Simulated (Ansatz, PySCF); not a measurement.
Sr(F)2 anion (F₂Sr), SMILES [Sr]([F])[F] (connectivity only; charge and spin as stated), charge -1, multiplicity 2. Atoms are numbered in the order given.

```xyz
3

Sr     0.0000     0.0000     0.6702
F      0.0000    -1.8943    -0.4610
F      0.0000     1.8943    -0.4610
```
Charge -1, spin multiplicity 2.

Geometry optimised at B3LYP-D3(BJ)/def2-TZVPD. The multiplicity is an assumed one; other spin states were not compared. The isomer is the one that the SMILES or the coordinates give; other isomers of the formula were not compared. The def2 effective core potentials stand for the cores of Sr; spin–orbit coupling is left out.

Two levels are set side by side: PBE-D3(BJ)/def2-TZVPD (Ansatz, a first-principles code) and B3LYP-D3(BJ)/def2-TZVPD (Ansatz). Each level has its own optimised geometry; the coordinates shown are those of the second. Frequencies come from the Hessian of PySCF at each geometry. Differences are taken from unrounded values.

| quantity | B3LYP-D3(BJ) | PBE-D3(BJ) | PBE-D3(BJ) minus B3LYP-D3(BJ) |
|---|---|---|---|
| mean bond length (Å) | 2.206 | 2.198 | -0.008 |
| bond Sr1–F2 (Å) | 2.206 | 2.198 | -0.008 |
| bond Sr1–F3 (Å) | 2.206 | 2.198 | -0.008 |
| highest harmonic wavenumber (cm⁻¹) | 405 | 404 | -1 |
| mean harmonic wavenumber (cm⁻¹) | 302 | 301 | -1 |
| zero-point energy (kcal/mol) | 1.30 | 1.29 | -0.01 |

On these quantities the two levels nearly agree.
